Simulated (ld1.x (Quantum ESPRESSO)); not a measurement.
## phosphorus, TM: configuration errors across variants

| Property | Result |
| --- | --- |
| Element | phosphorus (P) |
| Generator | ld1.x (Quantum ESPRESSO) 7.5 |
| Type | norm-conserving Troullier–Martins (Kleinman–Bylander form) |
| Functional | PW91 |
| Relativity | scalar-relativistic |
| Frozen core | [Ne] |
| Valence charge | 5 |
| Reference configuration | 3s1.75 3p3.25 |
| Partial waves | 3s (bound): rc 1.20 bohr; 3p (bound): rc 1.60 bohr |
| Local potential | the p channel |
| Core correction | Bessel-smoothed model core inside 0.80 bohr |

All-electron excitation energies from the reference (eV): (1) 3s2 3p3 -2.122; (2) 3s2 3p2 7.654; (3) 3s2 3p1 26.861; (4) 3s2 3p0 56.683; (5) 3s2 3p2.5 1.675; (6) 3s2 3p3.3 -3.440; (7) 3s1 3p0 108.776.

4 further variants failed, have other tests or another functional or relativity, and are left out.

Errors AE − PS in meV (a dash: test not solved or not reliable):

| change | (1) | (2) | (3) | (4) | (5) | (6) | (7) | bound ghosts |
| --- | --- | --- | --- | --- | --- | --- | --- | --- |
| base | -0.1 | +1.7 | +18 | +65 | -0.1 | +0.3 | +142 | none |
| wave 3s (bound): rc 1.20 bohr becomes 3s (bound): rc 1.82 bohr | -0.1 | +2.0 | +19 | +70 | -0.1 | +0.2 | +137 | none |
| wave 3p (bound): rc 1.60 bohr becomes 3p (bound): rc 2.06 bohr | -0.1 | +1.6 | +17 | +61 | -0.1 | +0.3 | +134 | none |
| local potential all-electron potential smoothed inside 1.20 bohr (lloc = -1) | 0.0 | +3.0 | +29 | +106 | 0.0 | +0.5 | +228 | none |
| core correction Bessel-smoothed model core inside 1.24 bohr | -0.1 | +1.8 | +19 | +72 | -0.1 | +0.3 | +178 | none |
| wave 3s (bound): rc 1.20 bohr becomes 3s (bound): rc 1.48 bohr | 0.0 | +1.8 | +16 | +57 | +0.1 | +0.4 | +133 | none |
| wave 3p (bound): rc 1.60 bohr becomes 3p (bound): rc 1.34 bohr | +0.1 | +2.5 | +19 | +59 | +0.2 | +0.4 | +119 | none |

(1) Give the same row for: local potential the s channel.

Answers

(1) -0.1, +2.6, +23, +77, 0.0, +0.4, +165; bound ghosts: none.
